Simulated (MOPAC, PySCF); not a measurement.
H6F2Ge3, SMILES `[F][GeH2][GeH2][GeH2][F]` (F–Ge–Ge–Ge torsion 178°, Ge–Ge–Ge–F torsion 178°), neutral singlet in the gas phase. 

Cartesian coordinates (Å):
SMILES: [GeH2]([F])[GeH2][GeH2][F]
```xyz
11

F      2.3058     1.4146    -1.0867
Ge     2.0701    -0.1152    -0.2308
Ge    -0.0384     0.0759     0.9843
Ge    -0.5817    -1.9785     2.1856
F     -2.0927    -1.6772     3.0539
H      3.3001    -0.2815     0.7041
H      2.0487    -1.2216    -1.3219
H     -1.1746     0.3872    -0.0235
H      0.0687     1.2410     2.0013
H      0.4708    -2.3510     3.2666
H     -0.8578    -3.1821     1.2421
```
Charge 0, spin multiplicity 1.

All levels are single points at this geometry (PBE-D3(BJ)/def2-SVP); Pople sets use spherical d functions. Orbital energies aren't observables, and empty levels follow the basis.

| level | HOMO (eV) | LUMO (eV) | gap (eV) | dipole (D) | vertical IE, Delta-SCF (eV) |
|---|---|---|---|---|---|
| PBE-D3(BJ)/def2-TZVP in PySCF | -7.12 | -2.25 | 4.87 | 2.05 | 9.68 |
| B3LYP/6-31G* in PySCF | -7.83 | -1.45 | 6.38 | 2.22 | 9.86 |
| M06-2X/6-31G* in PySCF | -9.16 | -0.50 | 8.66 | 2.33 | – |
| PBE/6-31G* in PySCF | -6.84 | -2.03 | 4.81 | 2.07 | 9.47 |
| SVWN5/6-31G* in PySCF | -6.94 | -2.25 | 4.69 | 2.19 | 9.61 |
| HF/6-31G* in PySCF | -10.77 | 1.71 | 12.48 | 2.63 | 9.81 |
| HF/STO-3G in PySCF | -8.11 | 9.24 | 17.35 | 1.50 | – |
| AM1 in MOPAC | -10.45 | -1.44 | 9.00 | 3.48 | – |
| PM6 in MOPAC | -10.23 | -0.90 | 9.33 | 4.02 | – |
